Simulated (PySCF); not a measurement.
These 2 structures share the formula [C10H10]+ (charge +1 and doublet state). Theory: PySCF, PBE0-D3(BJ)/def2-SVP geometry optimisation, gas phase. Energies are electronic, without zero-point or thermal terms, for one conformer each. No frequencies were run at this level. Point groups hold within 0.08 Å. The open-shell SCF solutions weren't tested for stability.

Task: Order them by energy at this level, lowest first, and give relative energies in kcal/mol.
A. `[CH2:1]=[C:2]([CH:3][CH2+:4])[c:5]1[cH:6][cH:7][cH:8][cH:9][cH:10]1` (charge +1 and doublet state) with C1–C2–C3–C4 153°, C2–C3–C4–H -2° and -178°, C1–C2–C5–C6 146°
B. `[CH:1]1[CH+:2][CH2:3][CH2:4][c:5]2[cH:6][cH:7][cH:8][cH:9][c:10]21` (charge +1 and doublet state) with C10–C1–C2–C3 0°, C1–C2–C3–C4 -21°, C2–C3–C4–C5 34°, C3–C4–C5–C6 156°

Result: B (0.0), A (35.3).

```tsv
SMILES	E (Eh)	E rel (kcal/mol)	dipole about centre of mass (D)	point group	A, B, C (MHz)	⟨S²⟩
[CH]1[CH+]CCc2ccccc21	-386.08406	0.0	1.42	C1	2895, 1180, 854.0	0.770
C=C([CH][CH2+])c1ccccc1	-386.02774	35.3	2.09	C1	2492, 1036, 791.3	0.773
```

Task: How do the relative energies change in single points at B3LYP/IGLO-III on C, pcH-1 on H (no added dispersion term) on the same geometries?

Result: 
| SMILES | PBE0-D3(BJ)/def2-SVP (kcal/mol) | B3LYP/IGLO-III on C, pcH-1 on H (kcal/mol) | shift |
| --- | --- | --- | --- |
| [CH]1[CH+]CCc2ccccc21 | 0.0 | 0.0 | 0.0 |
| C=C([CH][CH2+])c1ccccc1 | 35.3 | 26.5 | -8.8 |

Each column counts from its own lowest isomer. The order is unchanged; the largest shift is 8.8 kcal/mol.
